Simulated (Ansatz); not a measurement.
H3AlClSi, SMILES `[SiH3][Al-][Cl]` (lower singlet) (charge -1, multiplicity 1). This singlet lies 1.05 eV below the relaxed triplet at the level frozen-core CCSD(T)/aug-cc-pVDZ // PBE0-D3(BJ)/def2-TZVPD (Ansatz, an electronic-structure program).

The numbers are results of r2SCAN0/aug-cc-pVTZ // PBE0-D3(BJ)/def2-TZVPD run with Ansatz, not measurements.

Ansatz 0.2 input:
```yaml
crystal:
  periodic: [false, false, false]
  atoms:
    - { symbol: Si, position_ang: [-0.658515, -0.012907, 0.139928] }
    - { symbol: Al, position_ang: [1.756438, -0.585261, 1.008049] }
    - { symbol: Cl, position_ang: [2.73054, 0.195071, -0.898519] }
    - { symbol: H, position_ang: [-1.815154, -0.335921, 1.065781] }
    - { symbol: H, position_ang: [-0.924783, 1.442579, -0.178977] }
    - { symbol: H, position_ang: [-1.088527, -0.703562, -1.136262] }
basis:
  gaussian: { orbitals: aug-cc-pVTZ }
hamiltonian:
  xc: r2scan0
total_charge: -1
```

Output:

```
Functional definition: r2SCAN0
1277 factors; their error is unknown
mean field evaluation 1: about -27046.2341 eV, gradient 1.2e1 eV
mean field evaluation 2: about -27046.5231 eV, gradient 1.0e1 eV
mean field evaluation 4: about -27046.8937 eV, gradient 4.6e-1 eV
mean field evaluation 8: about -27046.9720 eV, gradient 1.4e-1 eV
mean field evaluation 16: about -27046.9720 eV, gradient 2.6e-5 eV
mean field -27046.97202136 eV, -993.9578886890 hartree, gradient 2.6e-5 eV, S^2 0.000000; 0 other end points of the search recorded, 0 dependent functions left out
reference -27046.97204349 eV, -993.9578895022 hartree; 24, 24 occupied and 195, 195 virtual orbitals, 1277 factors
Total energy: -27046.97204349 eV, -993.9578895022 hartree
```
